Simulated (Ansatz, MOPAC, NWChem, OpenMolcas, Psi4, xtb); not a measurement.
# CH3BClFO (SMILES OC(F)BCl): methods side by side

The runs start from one conformer, not always the lowest.

CH3BClFO, singlet, SMILES `OC(F)BCl`. Each level relaxes the structure for itself.

Quantity: the zero-point energy at each level's own minimum, in kJ/mol. The values are calculated.

| level | kind | program | value (kJ/mol) |
| --- | --- | --- | --- |
| MNDOD | semi-empirical | MOPAC | 138.7 |
| PM6-DH+ | semi-empirical | MOPAC | 115.1 |
| PM7 | semi-empirical | MOPAC | 114.8 |
| GFN1-xTB | semi-empirical | xtb | 120.7 |
| HF/3-21G | Hartree–Fock | OpenMolcas | 134.1 |
| HF/6-31G* (Cartesian functions) | Hartree–Fock | OpenMolcas | 137.4 |
| B3LYP/6-31G* (spherical functions) | global hybrid | NWChem | 127.2 |
| PBE0-D4/def2-TZVP | global hybrid | Ansatz | 127.6 |
| PBE0-D4/def2-SVP (density fitting) | global hybrid | Psi4 | 128.4 |

Harmonic and unscaled. The values span 114.8 to 138.7 kJ/mol.
